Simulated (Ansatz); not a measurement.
Reaction (ligand exchange at a Ti–F bond): `[NH2][Ti]([OH])([F])[F]` + HCl → `[NH2][Ti]([OH])([F])[Cl]` + H–F

Gas-phase electronic energies from Ansatz, PBE0-D4/def2-TZVP geometries. CCSD(T)/CBS adds triple-zeta CCSD(T) − MP2 to the extrapolated MP2 energy (def2 sets, frozen cores). This one scheme is used for every species. DFT in def2-TZVPP. B3LYP here is the variant with VWN-RPA as its local correlation; programs differ in this. HSE06 is defined as in plane-wave codes. For Ti outer-core shells are correlated without core-valence functions, which leaves a few kJ/mol of doubt a bond. Scalar relativity is left out up to krypton. Each species was taken in one conformer, which may not be the lowest.

```tsv
level	ΔE (kJ/mol)	difference from CCSD(T)/CBS
B97M-V	16.9	11.5
B3LYP-D4	15.4	10.0
r2SCAN0-D4	11.7	6.3
HSE06-D4	10.1	4.7
r2SCAN	17.1	11.7
BHLYP	18.9	13.5
CAM-B3LYP	25.8	20.4
LC-ωPBE	26.5	21.1
CCSD/def2-TZVPP	16.5	11.1
MP2/def2-QZVPP	-1.0	-6.4
CCSD(T)/CBS	5.4	0
```

Largest T1 diagnostic among the species: 0.024, so the coupled-cluster value is less sure than usual.

At CCSD(T), def2-SVP lies +21.5 kJ/mol from the extrapolated value and def2-TZVPP +5.9 kJ/mol. From BLYP to BHLYP (50 % exact exchange), in def2-TZVPP and without D4, ΔE moves by −6.6 kJ/mol. In def2-TZVPP, CCSD(T) changes the Hartree–Fock value by −9.8 kJ/mol (the triples alone add −5.3 kJ/mol) and MP2 by −18.9 kJ/mol.
